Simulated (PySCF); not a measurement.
Choosing a molecule for a target property.

Each SMILES stands for a single optimised conformer of the isolated species, non-relativistic unless stated. Electronic properties by PySCF.

The conformers computed, where there is a choice (atom-mapped SMILES and torsion angles):
- `[H]/[C:1]=[CH:2]/[c:3]1[cH:4][c:5]([F:6])[cH:7][nH:8]1`: C1–C2–C3–C4 180°
- `[O:1]=[CH:2][C:3]1=[CH:4][CH:5]=[CH:6][CH2:7][C:8]1[F:9]`: O1–C2–C3–C4 0°
- `[SiH2:1][O:2][Si@H:3]([SiH3:4])[CH:5]1[CH2:6][CH2:7]1`: Si1–O2–Si3–Si4 66°, O2–Si3–C5–C6 -29°

(1) Wanted: smallest rotational constant above 0.9 GHz (GFN2-xTB) and isotropic g value below 2.0027 (unrestricted B3LYP/pcH-1, mean-field spin–orbit), at GFN2-xTB geometries. Which candidate meets both?
A. `[H]/[C]=C/C1=CC(F)=CN1` (C6H5FN) [radical]
B. `C/C=[C]\c1nc(C)cs1` (C7H8NS) [radical]
C. `[NH]` (NH) [triplet]
D. `O=CC1=CC=CC[C]1F` (C7H6FO) [radical]
E. `[SiH2]O[Si@H]([SiH3])C1CC1` (C3H11OSi3) [radical]

## Answers

(1) A. Computed values:
| species | smallest rotational constant | isotropic g value |
| --- | --- | --- |
| C/C=[C]\c1nc(C)cs1 (C7H8NS) [radical] | 0.653 GHz | 2.00530 |
| [SiH2]O[Si@H]([SiH3])C1CC1 (C3H11OSi3) [radical] | 0.785 GHz | 2.00265 |
| O=CC1=CC=CC[C]1F (C7H6FO) [radical] | 0.950 GHz | 2.00279 |
| [H]/[C]=C/C1=CC(F)=CN1 (C6H5FN) [radical] | 1.087 GHz | 2.00240 |
| [NH] (NH) [triplet] | 513.049 GHz | 2.00310 |
